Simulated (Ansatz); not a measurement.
`F[CH2][AlH][SiH3]` and `CO[CH2][AlH][SiH3]` differ in one atom or group.

Ansatz, PBE0-D4/def2-TZVP geometries, multiplicity 1. Each molecule was computed in one conformer, which needn't be the lowest.

| property | `F[CH2][AlH][SiH3]` |
| --- | --- |
| size of the dipole moment (PBE/def2-TZVPP) / D | 1.49 |
| HOMO–LUMO gap (ωB97M-V/def2-TZVPP) / eV | 9.22 |
| HOMO energy (PBE/def2-TZVPP) / eV | -6.28 |
| size of the dipole moment (ωB97M-V/def2-TZVPP) / D | 1.70 |
| LUMO energy (PBE/def2-TZVPP) / eV | -2.73 |
| HOMO energy (ωB97M-V/def2-TZVPP) / eV | -9.56 |

(1) Give the same properties after the change, and the shifts. (Estimate.)

Answers

(1) The calculation gave: 
| property | `CO[CH2][AlH][SiH3]` | shift |
| --- | --- | --- |
| size of the dipole moment (PBE/def2-TZVPP) / D | 1.09 | -0.40 |
| HOMO–LUMO gap (ωB97M-V/def2-TZVPP) / eV | 8.68 | -0.54 |
| HOMO energy (PBE/def2-TZVPP) / eV | -5.33 | 0.95 |
| size of the dipole moment (ωB97M-V/def2-TZVPP) / D | 1.16 | -0.54 |
| LUMO energy (PBE/def2-TZVPP) / eV | -2.57 | 0.16 |
| HOMO energy (ωB97M-V/def2-TZVPP) / eV | -8.87 | 0.69 |

With PBE0 the HOMO rises by 0.85 eV and the LUMO rises by 0.16 eV, so the gap narrows by about 0.69 eV. PBE moves the HOMO by 0.95 eV and ωB97M-V by 0.69 eV. Dipoles are sizes alone; their direction can turn.
